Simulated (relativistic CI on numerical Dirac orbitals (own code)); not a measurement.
# Hyperfine structure of Ba XI, mass number 137

Method of calculation: Dirac-Coulomb-Breit CI, KLI orbitals optimised for each configuration, model QED, unscaled Slater integrals (own radial code, finite nucleus).

CI space (outside the closed core [Ar] 3d10): 4s²4p⁶4d¹⁰, 4s²4p⁶4d⁹4f, 4s²4p⁶4d⁹5s, 4s²4p⁶4d⁹5p, 4s²4p⁵4d¹⁰4f, 4s²4p⁶4d⁹5d, 4s²4p⁶4d⁹6s, 4s4p⁶4d¹⁰4f, 4s²4p⁶4d⁹6p, 4s²4p⁶4d⁹5f. Double excitations out of closed p, d and f shells are left out; levels of such configurations are missing from the list, as are those of other unlisted configurations, and high levels can miss mixing partners.

Nuclear spin I = 3/2, μ = 0.9375 μN, Q = 0.236 b (tables of Stone and Pyykkö). The electronic factors are computed for point nuclear moments, without core polarisation or the Bohr-Weisskopf and QED corrections.

| Level | E (cm⁻¹) | A (MHz) | B (MHz) |
| --- | --- | --- | --- |
| 4s²4p⁶4d⁹5s ³D3 | 621628 | 9169 | -1060 |
| 4s²4p⁶4d⁹5s ³D2 | 625940 | -5645 | -743 |
| 4s²4p⁶4d⁹5s ³D1 | 643266 | -7942 | -406 |
| 4s²4p⁶4d⁹5s ¹D2 | 647440 | 13730 | -915 |
| 4s²4p⁶4d⁹4f ³P°1 | 763776 | -168.2 | 83.9 |
| 4s²4p⁶4d⁹5p ³P°2 | 764019 | -672.4 | -386 |
| 4s²4p⁶4d⁹5p ³F°3 | 768520 | 3347 | -682 |
| 4s²4p⁶4d⁹4f ³P°2 | 771416 | -370.6 | 62.9 |

Levels with J = 0, under 50 % of one LS term, or S terms without an open s electron are left out. Small factors come from cancelling terms and can be off by tens of per cent or more.

At this charge transitions that keep the count of f electrons are usually good to a few per cent. Levels and lines within the n = 5 or 6 shells can be off by up to 10 % or somewhat more, and those that change n by about 2 %, since core polarisation is missing. Levels that differ in their count of f electrons can be misplaced by several ten thousand cm⁻¹, since the correlation energy of f electrons is missing or only estimated; rates across such gaps can be off by orders of magnitude.

(1) Give the hyperfine levels of 4s²4p⁶4d⁹5s ³D3 relative to its centre of gravity.

Answers

(1) With K = F(F + 1) − I(I + 1) − J(J + 1), E = AK/2 + B[¾K(K + 1) − I(I + 1)J(J + 1)]/[2I(2I − 1)J(2J − 1)]: F = 3/2: -55650, F = 5/2: -31930, F = 7/2: 528.3, F = 9/2: 41000 MHz.

LS names give the leading component of a level, which can be under half, so a name can repeat, a term be missing and a line seem to break the LS rules.
